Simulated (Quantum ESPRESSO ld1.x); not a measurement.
Values are calculated unless marked as measured or tabulated.
One sound ld1.x (Quantum ESPRESSO 7.5) input for neutral aluminium gives E = -242.685 hartree in 40 iterations:

```
 &input
    zed=13.0,
    iswitch=1,
    rel=1,
    dft='PBE',
    config='[Ne] 3s2 3p1',
    prefix='ld1',
    max_out_wfc=37,
    file_charge='ld1.rho',
 /
```

Changed or added lines, one case at a time, and what came of them:

- rel=3: refused. The program stops in ld1_readin with "wrong rel": rel takes 0, 1 or 2.
- config='[Ne] 3s2 3p1 4p2': spurious. The string holds 15 electrons for Z = 13, so the species has charge -2 and is not the one meant. The equations of the added shell fail (the log warns of at least one error in the KS equations), so the printed solution is spurious even though the residual is small.
- isic=1 latt=1: refused. The program stops in ld1_readin with "isic and latter correction not allowed": the two corrections exclude each other.
- xmin=-3.0: silently wrong. The mesh starts too far from the nucleus; the run ends without a warning, but the energy is off by +51.01 hartree against the default mesh.
- config='[Ne] 3s2 3p1 1s1': refused. The program stops in el_config with "wavefunction 1S found too many times": the bracketed core already holds 1s.
- beta=0.005: harmless. The cycle still converges, in 121 iterations against 40.
- dft='HF': refused. The program stops in ld1_setup with "HF not implemented yet": ld1.x has no Hartree-Fock; KLI and OEP are its exact-exchange options.
